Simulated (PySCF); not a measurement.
C2H9ClSi3. Atoms are numbered in the order given.

```xyz
15

C      2.9491    -0.4696     0.0577
C      1.7556     0.1254     0.1423
Cl     1.1847     1.1437    -1.1886
Si     0.5167    -0.0222     1.5584
Si    -1.4516    -1.0318     0.7611
Si    -2.3127     0.0639    -1.1362
H      3.3006    -1.0975     0.8813
H      3.6015    -0.3522    -0.8124
H      1.1562    -0.8277     2.6406
H      0.2093     1.3442     2.0712
H     -1.1620    -2.4610     0.4305
H     -2.4698    -1.0073     1.8570
H     -2.3132     1.5397    -0.9238
H     -1.5052    -0.2703    -2.3419
H     -3.7203    -0.3845    -1.3624
```
Charge 0, spin multiplicity 1.

Geometry: B3LYP-D3(BJ)/def2-SVP. The structure was generated by enumeration, and PubChem lists no compound with its InChIKey, so it may never have been made. One conformer was computed; it need not be the lowest.

All values below come from TDA-PBE/def2-SVPD (PySCF).

Vertical excitations. Gas-phase values at a fixed geometry.

Problem. List the lowest excited states. (The exact figures need the calculation; the answer reports its results.)

Solution. 
```json
[
 {"state": "S1", "energy (eV)": "5.18", "λ (nm)": "239", "f": "0.042", "main pairs": "HOMO−1→LUMO 73 %, HOMO→LUMO 22 %"},
 {"state": "S2", "energy (eV)": "5.49", "λ (nm)": "226", "f": "0.006", "main pairs": "HOMO→LUMO+1 70 %, HOMO−2→LUMO 23 %"},
 {"state": "S3", "energy (eV)": "5.56", "λ (nm)": "223", "f": "0.018", "main pairs": "HOMO−2→LUMO 72 %, HOMO→LUMO+1 20 %"},
 {"state": "S4", "energy (eV)": "5.74", "λ (nm)": "216", "f": "0.024", "main pairs": "HOMO→LUMO+2 64 %, HOMO→LUMO+3 11 %, HOMO→LUMO 10 %"},
 {"state": "S5", "energy (eV)": "5.78", "λ (nm)": "215", "f": "0.074", "main pairs": "HOMO−3→LUMO 90 %"},
 {"state": "S6", "energy (eV)": "5.85", "λ (nm)": "212", "f": "0.056", "main pairs": "HOMO→LUMO+2 32 %, HOMO→LUMO+3 21 %, HOMO→LUMO 21 %, HOMO−1→LUMO 7 %"},
 {"state": "T1", "energy (eV)": "3.89", "λ (nm)": "319", "f": "0", "main pairs": "HOMO→LUMO 93 %"},
 {"state": "T2", "energy (eV)": "5.03", "λ (nm)": "246", "f": "0", "main pairs": "HOMO−1→LUMO 91 %"}
]
```
Triplets are in the Tamm–Dancoff approximation.
